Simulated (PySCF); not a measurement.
## Electron correlation in Lu⁺ (lutetium, charge +1)

[Xe] 4f14 5d1 6s1, high-spin 3D determinant (an excited configuration). Calculation: PySCF 2.14, in cc-pVDZ-X2C; the spin-free X2C one-electron Hamiltonian (Gaussian nucleus). Frozen: [Ar] 3d10; 42 electrons correlated.

```tsv
level	correlation energy (mhartree)
CCSD	-1132.6
(T)	-27.50
CCSD(T)	-1160.1
```

Diagnostics: T1 = 0.010, D1 = 0.0372, largest double amplitude 0.024.

Question: Is a single reference adequate?

Answer: Yes, within this model without spin-orbit coupling: T1 lies below 0.03 and no double amplitude reaches 0.07.

This basis was not built for core-valence correlation, so the inner-shell part is incomplete.
